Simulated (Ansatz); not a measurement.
Consider the redistribution: `[OH][GeH]([F])[GeH3]` + `CN([SiH2]Cl)[SiH](O)F` → `[OH][GeH]([F])[SiH2]Cl` + `C[N]([GeH3])[SiH](O)F`.

Calculated with Ansatz (gas phase, PBE0-D4/def2-TZVP geometries, no zero-point term in ΔE). CCSD(T)/CBS adds triple-zeta CCSD(T) − MP2 to the extrapolated MP2 energy (def2 sets, frozen cores). For Ge outer-core shells are correlated without core-valence functions, which leaves a few kJ/mol of doubt a bond. Scalar relativity is left out up to krypton. Each species was taken in one conformer, which may not be the lowest.

```tsv
species	CCSD(T)/CBS(def2) energy (Eh)
`[OH][GeH]([F])[GeH3]`	-4330.26117
`CN([SiH2]Cl)[SiH](O)F`	-1310.10150
`[OH][GeH]([F])[SiH2]Cl`	-3002.45495
`C[N]([GeH3])[SiH](O)F`	-2637.87842
```

**Question.** Work out ΔE.

**Answer.** ΔE = (-3002.45495) + (-2637.87842) − (-4330.26117) − (-1310.10150) = 0.02930 Eh = +76.9 kJ/mol.

Largest T1 diagnostic among the species: 0.012.

From PBE to PBE0 (25 % exact exchange), in def2-TZVPP and without D4, ΔE moves by +3.1 kJ/mol.
